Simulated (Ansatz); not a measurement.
`C=NB(F)Br` + H₂O → `C=NB(O)F` + HBr  (formal hydrolysis of a B–Br bond)

Gas-phase electronic energies from Ansatz, PBE0-D4/def2-TZVP geometries. CCSD(T)/CBS adds triple-zeta CCSD(T) − MP2 to the extrapolated MP2 energy (def2 sets, frozen cores). This one scheme is used for every species. DFT in def2-TZVPP. HSE06 is defined as in plane-wave codes. For Br outer-core shells are correlated without core-valence functions, which leaves a few kJ/mol of doubt a bond. Scalar relativity is left out up to krypton. One conformer a species, not always the lowest.

`C=NB(F)Br`:

Cartesian coordinates in Å:
```
C 1.180 0.123 -0.626
N -0.016 0.204 -0.300
B -1.076 0.054 0.566
F -1.516 1.060 1.306
Br -2.037 -1.616 0.621
H 1.508 0.403 -1.632
H 1.957 -0.228 0.064
```

H₂O:

Cartesian coordinates in Å:
```
O 0.275 -0.262 0.085
H 0.237 0.655 0.364
H -0.512 -0.393 -0.449
```

`C=NB(O)F`:

Cartesian coordinates in Å:
```
C -0.446 -1.113 0.840
N -0.418 -0.466 -0.230
B 0.484 0.482 -0.798
O 0.296 1.823 -0.729
F 1.512 0.051 -1.524
H -1.266 -1.810 1.044
H 0.321 -1.036 1.623
H -0.482 2.069 -0.225
```

HBr:

```xyz
2

Br    0.193   -0.658   -0.185
H    -0.193    0.658    0.185
```

CCSD(T)/CBS gives -45.0 kJ/mol.

Task: Another level gave -51.5 kJ/mol. Which?
A. B97M-V/def2-TZVPP
B. PBE-D4/def2-TZVPP
C. HF/def2-TZVPP
D. HSE06/def2-TZVPP

Result: A. B97M-V -51.5, HSE06 -45.3, PBE-D4 -39.2, HF/def2-TZVPP -67.0 kJ/mol.

Largest T1 diagnostic among the species: 0.013.

From BLYP to BHLYP (50 % exact exchange), in def2-TZVPP and without D4, ΔE moves by −9.0 kJ/mol. In def2-TZVPP, CCSD(T) changes the Hartree–Fock value by +15.9 kJ/mol (the triples alone add +3.0 kJ/mol) and MP2 by +23.2 kJ/mol.
